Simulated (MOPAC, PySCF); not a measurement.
[Ag(NH3)(F)], neutral singlet in the gas phase. 

Cartesian coordinates (Å):
```xyz
6

Ag     0.0457    -0.0799    -0.0052
N      1.0950    -1.9163    -0.1257
H      1.8595    -1.8768    -0.8024
H      0.4874    -2.6866    -0.4108
H      1.5073    -2.1813     0.7708
F     -0.9149     1.6010     0.1050
```
Charge 0, spin multiplicity 1.

All levels are single points at this geometry (r2SCAN-D4/def2-SVP); Pople sets use spherical d functions. Orbital energies aren't observables, and empty levels follow the basis.

```
level                                     HOMO (eV)  LUMO (eV)  gap (eV)  dipole (D)  vertical IE, Delta-SCF (eV)
----------------------------------------  ---------  ---------  --------  ----------  ---------------------------
B3LYP-D3(BJ)/def2-TZVP in PySCF               -6.77      -1.38      5.39        9.11                            –
PBE-D3(BJ)/def2-TZVP in PySCF                 -5.58      -1.82      3.76        8.76                            –
TPSSh-D3(BJ)/def2-TZVP in PySCF               -6.08      -1.31      4.77        9.02                            –
B3LYP/6-311+G** (LANL2DZ on Ag) in PySCF      -6.87      -1.62      5.25        9.64                            –
B3LYP/6-31G* (LANL2DZ on Ag) in PySCF         -6.43      -1.06      5.37        8.74                         9.52
B3LYP/LANL2DZ in PySCF                        -6.53      -1.18      5.36        9.63                            –
BP86/6-31G* (LANL2DZ on Ag) in PySCF          -5.22      -1.52      3.69        8.38                            –
M06-2X/6-31G* (LANL2DZ on Ag) in PySCF        -8.05      -0.14      7.92        9.25                            –
PBE/6-31G* (LANL2DZ on Ag) in PySCF           -5.10      -1.54      3.56        8.31                         9.05
SVWN5/6-31G* (LANL2DZ on Ag) in PySCF         -5.34      -1.70      3.65        8.45                            –
HF/6-31G* (LANL2DZ on Ag) in PySCF            -9.98       1.65     11.63        9.92                            –
PM6 in MOPAC                                  -7.95      -1.75      6.20       10.45                            –
PM7 in MOPAC                                  -9.52       0.79     10.31       10.53                            –
```
